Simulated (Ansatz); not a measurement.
Hf3N3, relaxed as a quartet with UKS PBE0-D4/def2-SVP in Ansatz, starting from the PBE0-D4/def2-SVP geometry of the neutral doublet. Force threshold 0.02 eV/Å.

In the def2 sets Hf takes a core potential; there is no spin–orbit coupling. At PBE0-D4/def2-SVP a doublet of charge 0 lies 0.40 eV below the quartet, each at its own geometry. The structure comes from a short search, and lower isomers may exist.

Start:

Cartesian coordinates in Å:
```
Hf 0.397 1.093 0.843
Hf 0.679 -0.418 -1.553
Hf -0.345 -1.582 0.921
N -1.522 0.049 0.813
N 1.725 0.839 -0.575
N -0.934 0.020 -0.450
```

```csv
step,energy (eV),largest force component (eV/Å),SCF passes
1,-8377.6637,1.225,52
2,-8377.7933,0.713,50
3,-8377.8248,0.351,39
4 (rejected),-8377.7962,0.648,49
5,-8377.8304,0.356,46
6 (rejected),-8377.8262,0.232,48
7,-8377.8384,0.070,39
8,-8377.8388,0.047,47
9,-8377.8392,0.023,43
10,-8377.8393,0.043,47
11,-8377.8394,0.010,45
```

Force components are those of the run's own axes.

End:

```xyz
6

Hf    0.402    1.184    0.811
Hf    0.714   -0.403   -1.538
Hf   -0.509   -1.704    0.915
N    -1.442    0.061    0.858
N     1.720    0.909   -0.618
N    -0.886   -0.048   -0.428
```

By distances, no bond broke or formed. The bond that changes most is Hf1–N6, from 2.14 to 2.17 Å (atoms count from 1).

No frequencies were taken in this run, so the end may be a saddle point.

Run time 69 s (4 threads of Arm Neoverse V1 on a shared host).
